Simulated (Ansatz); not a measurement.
Li6⁻: single points at one geometry.

```yaml
crystal:
  periodic: [false, false, false]
  atoms:
    - {symbol: Li, position_ang: [-1.875783, 0.422685, 0.969512]}
    - {symbol: Li, position_ang: [0.929061, -0.774638, 1.750299]}
    - {symbol: Li, position_ang: [-0.896153, 0.789995, -1.752529]}
    - {symbol: Li, position_ang: [1.868094, -0.446954, -0.982112]}
    - {symbol: Li, position_ang: [-0.655363, -1.922928, -0.711524]}
    - {symbol: Li, position_ang: [0.630153, 1.931830, 0.726353]}
basis:
  gaussian: {orbitals: def2-TZVPD, initial_orbitals: start.molden}
total_charge: -1
magnetization: {spin_polarized: true, initial_magnetization: 1}
hamiltonian: {xc: {name: PBE-QIDH}}
scf: {omitted_lower_state_checks: [starts]}
```

The file start.molden holds the orbitals of an earlier run on this structure, at another level or in another basis.

```sh
$ ansatz run in.yaml --threads 4 --pin off --events-out ev --progress --plain --max-ram 3916MiB
```

Output, abridged:

```
Functional definition: PBE-QIDH
  name "PBE-QIDH"
  cite "Brémond, Sancho-García, Pérez-Jiménez & Adamo, J. Chem. Phys. 141, 031101 (2014) doi:10.1063/1.4890314"
  cite "Perdew, Burke & Ernzerhof, Phys. Rev. Lett. 77, 3865 (1996) doi:10.1103/PhysRevLett.77.3865"
  parameter a = 3^(-1/3)
  parameter c = 1/3
  exchange = (1 - a)*pbe_x + a*exact_x
  correlation = (1 - c)*pbe_c + c*(mp2_os + mp2_ss)
these checks for a lower state are left out or cut short: starts
1134 factors; integrals over basis functions are off by at most 1.6e-4 eV
mean field evaluation 1: about -1221.9560 eV, gradient 7.2e0 eV
mean field evaluation 2: about -1222.0569 eV, gradient 1.5e-1 eV
mean field evaluation 4: about -1222.1328 eV, gradient 4.3e-1 eV
mean field evaluation 8: about -1222.1490 eV, gradient 2.2e-2 eV
mean field evaluation 16: about -1222.1495 eV, gradient 2.8e-3 eV
mean field -1222.14948531 eV, -44.9131651825 hartree, gradient 2.2e-6 eV, S^2 1.330303; 0 other end points of the search recorded, 0 dependent functions left out
reference -1222.14949788 eV, -44.9131656445 hartree; 10, 9 occupied and 92, 93 virtual orbitals, 1134 factors
second order -7.98401813 eV of doubles, -0.00000000 eV of singles
Total energy: -1224.81083726 eV, -45.0109680626 hartree
Checks for a lower state left out: starts
```

Hardware: 4 threads of Arm Neoverse V2 on a shared host. Wall time 7.5 s.

As the first input, with `hamiltonian: {xc: {name: revPBE}}`, `output: {orbitals: {seedname: orbitals}}` (abridged; 1.9 s):

```
Functional definition: revPBE
mean field -1227.91167647 eV, -45.1249218020 hartree, gradient 5.0e-6 eV, S^2 0.784368
Total energy: -1227.91172488 eV, -45.1249235808 hartree
Checks for a lower state left out: starts
```

The first input with `hamiltonian: {xc: {text: "exchange = 0.85*pbe_x + 0.15*exact_x\ncorrelation = pbe_c"}}`, `output: {orbitals: {seedname: orbitals}}` (abridged; 2.7 s):

```
Functional definition: unnamed
mean field -1224.50065000 eV, -44.9995688911 hartree, gradient 6.5e-6 eV, S^2 0.783831
Total energy: -1224.50068295 eV, -44.9995701020 hartree
Checks for a lower state left out: starts
```

As the first input, with `hamiltonian: {xc: pbe}`, `output: {orbitals: {seedname: orbitals}}` (abridged; 1.3 s):

```
Functional definition: PBE
mean field -1224.15910717 eV, -44.9870174235 hartree, gradient 5.9e-6 eV, S^2 0.779095
Total energy: -1224.15914596 eV, -44.9870188491 hartree
Checks for a lower state left out: starts
```

The first input with `hamiltonian: {xc: pbe0}`, `output: {orbitals: {seedname: orbitals}}` and without the key `scf` (abridged; 7 s):

```
Functional definition: PBE0
mean field evaluation 16: about -1224.7446 eV, gradient 5.0e-6 eV
mean field evaluation 32: about -1224.7446 eV, gradient 1.9e-3 eV
mean field evaluation 64: about -1224.6925 eV, gradient 3.8e-1 eV
mean field evaluation 96: about -1224.6322 eV, gradient 1.9e0 eV
mean field -1224.74464339 eV, -45.0085354830 hartree, gradient 5.0e-6 eV, S^2 0.787156; 11 other end points of the search recorded, 0 dependent functions left out
Total energy: -1224.74467254 eV, -45.0085365542 hartree
```

As the first input, with `gaussian: {orbitals: def2-SVPD, initial_orbitals: start.molden}`, `hamiltonian: {xc: pbe}`, `output: {orbitals: {seedname: orbitals}}` (abridged; 1.3 s):

```
Functional definition: PBE
mean field -1223.09338137 eV, -44.9478527230 hartree, gradient 5.2e-6 eV, S^2 0.782405
Total energy: -1223.09342107 eV, -44.9478541820 hartree
Checks for a lower state left out: starts
```

As the first input, with `gaussian: {orbitals: "def2-TZVPPD.json", initial_orbitals: start.molden}`, `correlation: {method: ccsd_t}`, `scf: {omitted_lower_state_checks: [starts, cluster_reference]}`, `output: {orbitals: {seedname: orbitals}}` and without the key `hamiltonian` (abridged; 26 s):

```
Functional definition: HF
mean field evaluation 16: about -1215.7878 eV, gradient 2.2e-7 eV
mean field -1215.78776573 eV, -44.6793763000 hartree, gradient 4.7e-8 eV, S^2 2.276053
second order -7.03099518 eV of doubles, -0.00000000 eV of singles
cycle   1  -8.01197429 eV  change   -9.8e-1 eV  update   1.4e-1
cycle   2  -8.48790644 eV  change   -4.8e-1 eV  update   9.0e-2
cycle   3  -8.58787677 eV  change   -1.0e-1 eV  update   6.1e-2
cycle   4  -8.64097632 eV  change   -5.3e-2 eV  update   4.2e-2
cycle   5  -8.72526597 eV  change   -8.4e-2 eV  update   2.5e-2
cycle   6  -8.74317431 eV  change   -1.8e-2 eV  update   1.4e-2
cycle   7  -8.74459025 eV  change   -1.4e-3 eV  update   8.7e-3
cycle   8  -8.75947489 eV  change   -1.5e-2 eV  update   4.9e-3
cycle   9  -8.75596268 eV  change    3.5e-3 eV  update   2.7e-3
cycle  10  -8.75945034 eV  change   -3.5e-3 eV  update   1.6e-3
cycle  11  -8.75864500 eV  change    8.1e-4 eV  update   9.7e-4
cycle  12  -8.75844964 eV  change    2.0e-4 eV  update   5.4e-4
cycle  13  -8.75861552 eV  change   -1.7e-4 eV  update   2.9e-4
cycle  14  -8.75861140 eV  change    4.1e-6 eV  update   1.5e-4
cycle  15  -8.75860317 eV  change    8.2e-6 eV  update   7.9e-5
cycle  16  -8.75860134 eV  change    1.8e-6 eV  update   4.4e-5
cycle  17  -8.75858190 eV  change    1.9e-5 eV  update   2.1e-5
cycle  18  -8.75856576 eV  change    1.6e-5 eV  update   1.2e-5
perturbative correction -0.42292224 eV, -0.0155421057 hartree
Total energy: -1224.96925373 eV, -45.0167897605 hartree
Checks for a lower state left out: starts, cluster_reference
```

Geometry: r2SCAN/def2-TZVPD.

Correlated methods freeze no core orbitals; core or outer-core shells of Li are correlated, in sets that lack core-valence functions. At PBE-QIDH/def2-TZVPD, CCSD(T)/def2-TZVPPD the charge -1 doublet is spin-contaminated (final ⟨S²⟩ up to 2.28, 0.75 for a pure state). At revPBE/def2-TZVPD, PBE/def2-TZVPD, PBE/def2-SVPD the highest occupied level of the charge -1 doublet lies above zero (up to 0.21 eV). It is a level of β spin, whose loss leaves a triplet; that state wasn't run at this geometry and level. The electron is either unbound and held by the finite basis, or the level is raised by self-interaction error. At CCSD(T)/def2-TZVPPD T1 of the charge -1 doublet is large (up to 0.102), so the single-reference result is doubtful. The geometry of the doublet was relaxed on an unsound state (⟨S²⟩ 1.05, where a pure state has 0.75). The structure comes from a short search, and lower isomers may exist.
